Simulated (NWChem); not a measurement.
System: sulfur difluoride (SF2); SMILES FSF

```xyz
3

F      1.2275     0.0000    -0.4961
S      0.0000     0.0000     0.5485
F     -1.2275     0.0000    -0.4961
```
Atoms are numbered in this order, from 1.

Program: NWChem. Geometry optimised at PBE0/def2-SVP; all other runs use it. 

| quantity | level | value |
|---|---|---|
| isotropic polarisability (bohr³), static | PBE0/def2-SVPD | 23.6 |
| vertical ionisation energy, ΔSCF (eV) | PBE0/def2-SVP | 10.32 |
| dipole in solution (D) in n-hexane | PBE0/def2-SVP, SMD | 1.50 |
| vertical, lowest state with f > 0.02, singlet (eV) | PBE0/def2-SVPD, TDA | 7.01 |
| dipole (D) | PBE0/def2-SVP | 1.41 |
| highest harmonic frequency (cm⁻¹) | PBE0/def2-SVP | 865 |
